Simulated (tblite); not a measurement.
C6H9OP.
SMILES with atom numbers: `[CH3:1][CH:2]([CH3:3])[c:4]1[o:5][cH:6][cH:7][p:8]1` (hydrogens: H9, H10, H11 on C1; H12 on C2; H13, H14, H15 on C3; H16 on C6; H17 on C7)

Geometry (GFN2-xTB, Å), atoms numbered from 1 in this order:
```xyz
17
C6H9OP angstrom
C     -1.515    1.259    0.529
C     -0.968    0.116   -0.329
C     -1.580   -1.221    0.094
C      0.525    0.059   -0.223
O      1.044   -0.170    0.995
C      2.377   -0.197    0.961
C      2.932    0.004   -0.257
P      1.680    0.252   -1.480
H     -2.596    1.324    0.423
H     -1.278    1.089    1.576
H     -1.078    2.207    0.221
H     -1.210    0.306   -1.380
H     -1.189   -2.029   -0.521
H     -1.342   -1.430    1.135
H     -2.661   -1.191   -0.016
H      2.863   -0.376    1.904
H      3.989    0.011   -0.449
```

All values are computed: GFN2-xTB (tblite) harmonic vibrations without scaling, gas phase. Against measured fundamentals such values can be off by several per cent, at times by over 20. One conformer, not necessarily the lowest.

Harmonic wavenumbers (cm⁻¹): 37.2, 122.7, 175.3, 206.7, 242.0, 288.2, 313.5, 444.8, 494.5, 561.1, 584.0, 730.2, 755.9, 766.2, 809.7, 862.5, 927.8, 947.4, 982.8, 1043.6, 1061.3, 1131.0, 1131.5, 1163.0, 1193.6, 1247.5, 1279.2, 1301.3, 1351.3, 1398.6, 1413.4, 1490.5, 1492.4, 1493.3, 1499.3, 1504.1, 2938.8, 3030.8, 3034.2, 3035.2, 3038.6, 3039.4, 3042.1, 3117.9, 3144.4.

A = 3201, B = 1274, C = 1131 MHz; mass 128.039 u (most abundant isotopes); point group Cs, symmetry number 1.

**Question.** What is the zero-point energy?

**Answer.** Half the sum of the wavenumbers: 29934 cm⁻¹ = 85.59 kcal/mol.

**Question.** Give the ideal-gas entropy at 273.15 K and 1 bar in the rigid-rotor, harmonic-oscillator model (classical rotation).

**Answer.** Translation 40.05, rotation 28.37, vibration 19.94: S = 88.4 cal/(mol K).

**Question.** And Cp and H(273.15 K) − H(0)?

**Answer.** Cp = 30.65 cal/(mol K), of which vibrations give 22.70 (their classical limit is 45 R = 89.4); H(273.15 K) − H(0) = 5.13 kcal/mol without the zero-point energy, 2.96 from vibrations.

**Question.** What must be added to the electronic energy to get the Gibbs energy at 273.15 K and 1 bar?

**Answer.** ZPE + [H(273.15 K) − H(0)] − T·S = 85.59 + 5.13 − 24.14 = 66.58 kcal/mol.

**Question.** How do the functions run with temperature in this model?

**Answer.** 
```tsv
T (K)	S (cal/(mol K))	Cp (cal/(mol K))	H − H(0) (kcal/mol)	G − H(0) (kcal/mol)	ln q(vib)
50	57.3	11.2	0.47	-2.39	0.46
100	66.4	15.7	1.14	-5.50	1.27
298.15	91.1	33.0	5.93	-21.25	5.08
373.15	99.3	39.9	8.66	-28.39	6.61
500	112.4	50.0	14.39	-41.83	9.25
750	135.6	64.1	28.79	-72.91	14.45
1000	155.4	73.1	46.02	-109.34	19.40
```

q(vib) and H(0) count from the zero-point level.

**Question.** Blend soft modes into free rotors: weight 1/[1 + (100 cm⁻¹/ν̃)⁴] for the oscillator and the rest for a rotor with moment μB/(μ + B), μ = h/(8π²ν), B = 10⁻⁴⁴ kg m². What vibrational entropy results?

**Answer.** 18.42 cal/(mol K) in place of 19.94, which changes −T·S at 273.15 K by +0.42 kcal/mol.

**Question.** Which modes carry the vibrational entropy at 273.15 K?

**Answer.** 37.2 cm⁻¹: 5.23; 122.7 cm⁻¹: 2.89; 175.3 cm⁻¹: 2.21; 206.7 cm⁻¹: 1.91; 242.0 cm⁻¹: 1.63; 288.2 cm⁻¹: 1.34 cal/(mol K); the other 39 give 4.72 together.

Hindered rotation and anharmonicity are outside this model. Other conformers, if any are populated, would add a mixing term that is left out.
